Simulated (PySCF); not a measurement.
# What a mistake does to a calculation on B2GeH5

These are calculations, not measurements. The program is PySCF 2.14.0, an open-source quantum chemistry code, run on an isolated molecule that a program drew, which may never have been made. The molecule is B2GeH5 (charge 0, doublet), drawn as the SMILES string `[BH][BH][GeH3]`.

Each row is a Hartree-Fock (HF) and frozen-core CCSD(T) single point in the cc-pVDZ basis, meant for a local HF minimum. Run 1 is clean. Each other run has one planted mistake out of seven kinds, and not every kind appears here: one electron removed, one electron added, multiplicity raised by two, geometry at a saddle point, minimal basis STO-3G, one bond length entered in bohr, all coordinates scaled. The reference is restricted for singlets and unrestricted otherwise, and also for a bond in bohr. Adding or removing an electron swaps singlet and doublet. Electrons count all cores. HOMO and LUMO are orbital energies over both spins, the gradient is its largest component, and the lowest frequency (negative if imaginary) is given only where the gradient is small. Bond lengths are over the 7 bonds as drawn. T1 is the CCSD diagnostic: over 0.02 (restricted) or 0.045 (unrestricted) a single reference is doubtful. Germanium has the cc-pVDZ-PP basis, with a core potential (ECP10MDF) in place of its 10 inner electrons, and its 3s, 3p and 3d shells are frozen in CCSD(T).

Geometry of the clean run:
```xyz
8
B2GeH5, angstrom
B     0.1364    1.3667    1.1479
B    -0.6827    0.4893    2.1759
Ge   -1.6911   -1.1999    1.4617
H     0.7298    1.9803    0.3296
H    -0.7584    0.7387    3.3457
H    -3.1971   -1.0800    1.7418
H    -1.1803   -2.4647    2.1692
H    -1.5215   -1.4198   -0.0511
```

```
run  electrons  basis functions  <S^2>  HOMO (eV)  LUMO (eV)  gradient (hartree/bohr)  lowest frequency (cm^-1)  mean bond (Å)  longest bond (Å)      T1  HF (hartree)  CCSD(T) (hartree)                     mistake
  1         47               76  0.757      -8.96       0.84                  3.1e-05                       103         1.5236             2.093  0.0194    -345.56399         -345.86964                    no fault
  2         47               76  3.769      -6.86      -1.91                  4.5e-02                         -         1.5236             2.093  0.0249    -345.42974         -345.72559  multiplicity raised by two
  3         46               76  0.000     -16.72      -6.89                  3.9e-02                         -         1.5236             2.093  0.0208    -345.27388         -345.56121        one electron removed
  4         47               76  0.757      -9.03       0.84                  1.6e-02                         -         1.4855             2.041  0.0188    -345.55996         -345.86426      all coordinates scaled
  5         48               76  0.000      -1.12       7.52                  2.8e-02                         -         1.5236             2.093  0.0186    -345.56601         -345.91410          one electron added
  6         47               76  1.551      -8.53       0.78                  8.9e-03                         -         1.7189             2.904  0.0439    -345.46791         -345.76167                           ?
```

**Which mistake was planted in run 6, and what did it cost?**

The mean bond changes by a factor of 1.128 and the longest by 1.387, so the molecule wasn't scaled as a whole. A length L in bohr read as angstrom grows by (1/0.5292 - 1) L = 0.890 L. The 7 bonds together grew by 7 x 0.1953 = 1.367 Å, which gives L = 1.537 Å. That is the length of one of the Ge-H bonds, 1.537 Å in the clean geometry. So the mistake is: one bond length entered in bohr. Subtracting run 1 and multiplying by 627.51 kcal/mol a hartree, the energy moved by 60.3 kcal/mol in HF and 67.8 kcal/mol in CCSD(T).

Cautions from the logs. Run 3: T1 is over the limit, so its CCSD(T) energy is less reliable.
